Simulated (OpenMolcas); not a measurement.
An atom or ion with 5 electrons was computed by MS-CASPT2, IPEA 0.25 Eh, imaginary shift 0.1 Eh with spin-orbit coupling (OpenMolcas, ANO-RCC-VTZP, DKH2). The lowest levels that the run gave, each within 12 % of the measured value where one is at hand:

```json
{"J": "1/2", "Parity": "odd", "E (eV)": "0.0000", "g": "0.666"}
{"J": "3/2", "Parity": "odd", "E (eV)": "0.0447", "g": "1.334"}
{"J": "1/2", "Parity": "even", "E (eV)": "8.684", "g": "2.671"}
{"J": "3/2", "Parity": "even", "E (eV)": "8.701", "g": "1.735"}
{"J": "5/2", "Parity": "even", "E (eV)": "8.727", "g": "1.601"}
{"J": "3/2", "Parity": "even", "E (eV)": "15.828", "g": "0.800"}
{"J": "5/2", "Parity": "even", "E (eV)": "15.828", "g": "1.200"}
{"J": "1/2", "Parity": "even", "E (eV)": "20.559", "g": "2.002"}
{"J": "1/2", "Parity": "even", "E (eV)": "22.697", "g": "0.666"}
{"J": "3/2", "Parity": "even", "E (eV)": "22.728", "g": "1.334"}
{"J": "3/2", "Parity": "odd", "E (eV)": "28.647", "g": "2.002"}
{"J": "3/2", "Parity": "odd", "E (eV)": "31.851", "g": "0.800"}
```

Which ion is it, and what are the configurations and terms?

O³⁺ (Z = 8, charge +3; active space 3 electrons in 4 orbitals (2s 2p)). J, parity and g give the terms where levels are pure, and mixed ones are named by the computed weights; the size of the splittings, set against known spectra of the 5-electron sequence, gives the charge. In order, with the measured energies in eV (Moore, Selected Tables of Atomic Spectra, NSRDS-NBS 3, section 10): 2s2 2p 2P* 1/2, 2s2 2p 2P* 3/2 (0.0478), 2s 2p2 4P 1/2 (8.8574), 2s 2p2 4P 3/2 (8.8736), 2s 2p2 4P 5/2 (8.8965), 2s 2p2 2D 3/2 (15.7398), 2s 2p2 2D 5/2 (15.7381), 2s 2p2 2S 1/2 (20.3788), 2s 2p2 2P 1/2 (22.3768), 2s 2p2 2P 3/2 (22.4069), 2p3 4S* 3/2 (28.7070), 2p3 2D* 3/2 (31.6389).

CASPT2 breaks the degeneracy within a term, and the mean is taken; among the terms shown or strongly mixed into the levels shown the widest spread is 710 cm-1 (2p3 2D*). Computed and measured levels are paired by configuration, term and J; levels that our copy of the source lacks, or whose pairing is in doubt (as where it misses far off the trend of its configuration), stay unpaired and out of the deviations. Only configurations of the active space appear.

* marks odd parity.
